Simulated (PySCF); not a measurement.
# Computed data sheet: P4S4 realgar, P4S4

Compound: P4S4 realgar, P4S4.
Z-matrix (Å and degrees, PBE0-D3(BJ)/def2-SVP geometry), rows numbered from 1:
```
P 
S   1  2.1258
P   2  2.1256  1   99.33
S   3  2.1248  2   95.08  1   -63.50
P   4  2.1257  3   99.36  2    63.35
S   5  2.1263  1  100.11  2   -97.11
P   6  2.1237  5   99.36  1    38.10
S   1  2.1248  2   94.93  3   -63.43
```

PBE0-D3(BJ)/def2-SVP geometry optimisation, gas phase (PySCF):

| Quantity | Value |
| --- | --- |
| Point group | D2d |
| Rotational constants A, B, C | 0.791, 0.790, 0.630 GHz |

From PBE0/def2-SVPD ground state, ΔSCF and vertical TDDFT (core frozen in the response) (PySCF):

| Quantity | Value |
| --- | --- |
| Dipole moment | 0.00 D by symmetry (numerical residue 0.01 D) |
| HOMO energy | -6.99 eV |
| LUMO energy | -2.20 eV |
| HOMO–LUMO gap | 4.79 eV |
| Lowest singlet excitation | 3.58 eV (346 nm, f = 0.005 summed over 2 states within 0.01 eV) |
| Strongest line among the 10 lowest singlet transitions | S8 at 4.62 eV (268 nm, f = 0.019) |
| Lowest triplet excitation (Tamm–Dancoff) | 3.34 eV |
| Static isotropic polarisability | 164.6 au |
| Vertical ionisation energy | 8.62 eV |
| Vertical electron affinity | 0.70 eV |
| Electronic spatial extent ⟨r²⟩ about the centre of nuclear charge | 2070 bohr² |

From PBE0/pcSseg-1 ground state and GIAO shieldings, non-relativistic (PySCF):

| Quantity | Value |
| --- | --- |
| Lowest Hirshfeld atomic charge | -0.08 e on S2/S4/S6/S8 |
| Highest Hirshfeld atomic charge | +0.08 e on P1/P3/P5/P7 |
| Isotropic shieldings of nuclei other than C and H, by class | 87 (P1/P3/P5/P7), 230 (S2/S4/S6/S8) ppm |
| Mayer bond orders between heavy atoms | P1–S2 0.95, P1–P5 0.74, P1–S8 0.95, S2–P3 0.95, P3–S4 0.95, P3–P7 0.74, S4–P5 0.95, P5–S6 0.95, S6–P7 0.95, P7–S8 0.95 |

Monoisotopic mass (most abundant isotopes): 251.7833 u.

The rotational constants are those of an oblate symmetric top; the small spread among constants that symmetry makes equal is optimisation noise. From the two ΔSCF values, the fundamental gap I − A is 7.92 eV and the Mulliken electronegativity (I + A)/2 is 4.66 eV. The largest Löwdin shares of the HOMO are 0.24 on S8, 0.24 on S6, 0.24 on S2 and 0.24 on S4. In wavenumbers S1 is 28900 cm⁻¹ (1 eV = 8065.54 cm⁻¹). Point group D2d forbids a permanent dipole, so the rigid molecule has no electric-dipole pure rotational spectrum. The principal polarisabilities are 152.5, 170.6 and 170.7 au; their mean is the isotropic value. S1 lies 1.21 eV below the HOMO–LUMO gap.

 NMR classes are plain means over equivalent atoms (diastereotopic ones count apart unless rotation or inversion swaps them), as if these changed places fast; in this geometry the members of some classes differ.

One conformer stands for the species.
